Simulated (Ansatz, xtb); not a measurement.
Two structures of CClF3Si

Structure I is a singlet given by its coordinates and structure II is a triplet given by its coordinates. Both are isolated molecules in the gas phase, relaxed with r2SCAN-D4/def2-SVP.

I (Å):

```xyz
6

C    -1.8272   -2.7692   -0.4981
Cl   -2.1221   -2.9222   -2.1500
F    -2.5340   -0.5900    1.1143
F     0.0121   -1.0294    0.7013
F    -1.4204    0.1534   -1.1002
Si   -1.4367   -0.9952    0.0212
```

Close contacts (Å): C1–Cl2 1.68, C1–Si6 1.89, F3–Si6 1.60, F4–Si6 1.60, F5–Si6 1.61.

II (Å):

```xyz
6

C    -1.4933   -2.5165   -0.8943
Cl   -2.5011   -3.2901   -1.9508
F    -2.6095   -0.7287    1.0047
F    -0.0331   -0.9752    0.8807
F    -1.3176    0.3146   -0.9625
Si   -1.3738   -0.9566    0.0109
```

Close contacts (Å): C1–Cl2 1.65, C1–Si6 1.81, F3–Si6 1.60, F4–Si6 1.60, F5–Si6 1.60.

Question: Estimate which is lower in electronic energy at CCSD(T)/def2-SVP + ΔMP2/def2-TZVPP, and by roughly how much.

Answer: The CCSD(T)/def2-SVP + ΔMP2/def2-TZVPP calculation puts structure II lower, by 0.428 eV.

How the difference moves with the method:

| level | geometry | E(II) − E(I) (eV) | departure from the last row (eV) | job, with rough time for the two |
| --- | --- | --- | --- | --- |
| r2SCAN-D4/def2-SVP | r2SCAN-D4/def2-SVP | −0.940 | −0.512 | optimisation, 3.6 min |
| HF/def2-SVP | r2SCAN-D4/def2-SVP | −1.476 | −1.048 | part of the CCSD(T) run |
| MP2/def2-SVP | r2SCAN-D4/def2-SVP | −0.785 | −0.357 | part of the CCSD(T) run |
| CCSD(T)/def2-SVP | r2SCAN-D4/def2-SVP | −0.645 | −0.217 | single point |
| CCSD(T)/def2-SVP + ΔMP2/def2-TZVPP | r2SCAN-D4/def2-SVP | −0.428 |  | single point, 80 s |

The levels shown agree on the order. The largest departure from CCSD(T)/def2-SVP + ΔMP2/def2-TZVPP is that of HF/def2-SVP, 1.048 eV. Levels run at GFN2-xTB geometries aren't shown. The last row adds to CCSD(T) the change of the MP2 difference between the two basis sets, here +0.217 eV, a large step that makes the value less sure.

With harmonic frequencies from r2SCAN-D4/def2-SVP (ideal gas, rigid rotor, one conformer each, 400 K, 1 atm): on the last row, ΔE + ΔZPE = −0.413 eV. A mode under 50 cm⁻¹ makes harmonic enthalpies and free energies unreliable, so none is given.

Open shells are spin-unrestricted. The closed-shell singlet above a triplet ground state is poorly described by one determinant. The correlated steps freeze 14 core orbitals. ΔG holds the spin degeneracy. Programs: Ansatz 0.2.0; the last row on 1 thread of Intel(R) Xeon(R) Platinum 8259CL CPU @ 2.50GHz (Skylake/Cascade Lake) on a shared host.
